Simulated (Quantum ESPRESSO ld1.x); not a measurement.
Input (ld1.x (Quantum ESPRESSO 7.5)):

```
 &input
    atom='Pr',
    iswitch=1,
    rel=2,
    dft='RXC-VWN',
    config='[Ne] 3s1',
    rel_dist='average',
    verbosity='high',
    lsmall=.true.,
    prefix='ld1',
    max_out_wfc=37,
    file_charge='ld1.rho',
 /
```

It prints (banner and zero overlaps left out):

```
     Program LD1 v.7.5 starts

     --------------------------- All-electron run ----------------------------

     dirac relativistic calculation

     atomic number is 59.00
     dft =RXC-VWN   lsd =0 sic =0 latt =0  beta=0.20 tr2=1.0E-14
     Exchange-correlation= RXC-VWN
                           (   3   2   0   0   0   0   0)
     mesh =2087 r(mesh) = 100.53064 a.u. xmin = -8.00 dx = 0.00800
     1 Ry =  13.60569312 eV, c = 137.03599908

     n l j   nl                  e(Ry)          e(Ha)          e(eV)
     Spin orbit split results
     1 0 0.5 1S 1( 2.00)   -3305.411127842   -1652.705563921 -44972.4094508
     2 0 0.5 2S 1( 2.00)    -729.053450457    -364.526725229  -9919.2775172
     2 1 0.5 2P 1( 2.00)    -706.545253022    -353.272626511  -9613.0378901
     2 1 1.5 2P 1( 4.00)    -670.056543197    -335.028271598  -9116.5837018
     3 0 0.5 3S 1( 1.00)    -300.157038160    -150.078519080  -4083.8445499
     Averaged results
     1 0     1S 1( 2.00)   -3305.411127842   -1652.705563921 -44972.4094508
     2 0     2S 1( 2.00)    -729.053450457    -364.526725229  -9919.2775172
     2 1     2P 1( 6.00)    -682.219446472    -341.109723236  -9282.0684312
     3 0     3S 1( 1.00)    -300.157038160    -150.078519080  -4083.8445499

     final scf error:  9.8E-16 reached in  12 iterations

     Etot =  -13750.147877 Ry,   -6875.073938 Ha, -187080.292408 eV

     Ekin =   14973.218300 Ry,    7486.609150 Ha,  203721.013255 eV
     Encl =  -29880.872215 Ry,  -14940.436108 Ha, -406549.977608 eV
     Eh   =    1332.096506 Ry,     666.048253 Ha,   18124.096275 eV
     Exc  =    -174.590468 Ry,     -87.295234 Ha,   -2375.424330 eV

     normalization and overlap integrals

     s(1S/1S) =  1.000000  <r> =   0.0242  <r2> =    0.0008  r(max) =   0.0155
     LC norm =  0.95248867 + SC norm =  0.04751133 =  1.00000000
     s(2S/2S) =  1.000000  <r> =   0.1011  <r2> =    0.0121  r(max) =   0.0867
     LC norm =  0.98927460 + SC norm =  0.01072540 =  1.00000000
     s(2P/2P) =  1.000000  <r> =   0.0846  <r2> =    0.0088  r(max) =   0.0660
     LC norm =  0.98929657 + SC norm =  0.01070343 =  1.00000000
     s(2P/2P) =  1.000000  <r> =   0.0905  <r2> =    0.0099  r(max) =   0.0710
     LC norm =  0.98990910 + SC norm =  0.01009090 =  1.00000000
     s(3S/3S) =  1.000000  <r> =   0.2419  <r2> =    0.0667  r(max) =   0.2319
     LC norm =  0.99574338 + SC norm =  0.00425662 =  1.00000000

     LC charge = 10.81749946 + SC charge =  0.18250054 = 11.00000000

     ------------------------ End of All-electron run ------------------------
```

Run on one thread of a shared host, so times are rough (Intel(R) Xeon(R) Processor @ 2.60GHz): 0.31 s of CPU time, 1.3 s wall, 12 iterations on 2087 mesh points.
